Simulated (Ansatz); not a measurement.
Isolated molecules relaxed with PBE0-D4/def2-TZVP in Ansatz; ΔE leaves out vibrations. CCSD(T)/CBS adds triple-zeta CCSD(T) − MP2 to the extrapolated MP2 energy (def2 sets, frozen cores). Functionals use def2-TZVPP. For Ga outer-core shells are correlated without core-valence functions, which leaves a few kJ/mol of doubt a bond. Scalar relativity is left out up to krypton. Each species was taken in one conformer, which may not be the lowest.

`[SiH3][N]([SiH3])[AlH][Cl]` + `[NH2][GaH2]` → `[NH2][AlH][Cl]` + `[SiH3][N]([SiH3])[GaH2]`  (redistribution)

| species | B2PLYP energy (Eh) |
| --- | --- |
| `[SiH3][N]([SiH3])[AlH][Cl]` | -1340.25085 |
| `[NH2][GaH2]` | -1981.63026 |
| `[NH2][AlH][Cl]` | -759.05243 |
| `[SiH3][N]([SiH3])[GaH2]` | -2562.82985 |

(1) Work out ΔE.

Largest T1 diagnostic among the species: 0.014.

## Answers

(1) ΔE = (-759.05243) + (-2562.82985) − (-1340.25085) − (-1981.63026) = -0.00117 Eh = -0.7 kcal/mol. CCSD(T)/CBS gives -0.4 kcal/mol.

Leaving LDA and LC-ωPBE aside and taking each functional with its dispersion term where it has one, the values, not all of them listed here, spread over 0.7 kcal/mol, from B2PLYP to ωB97M-V. At CCSD(T), def2-SVP lies +0.8 kcal/mol from the extrapolated value and def2-TZVPP −0.2 kcal/mol.
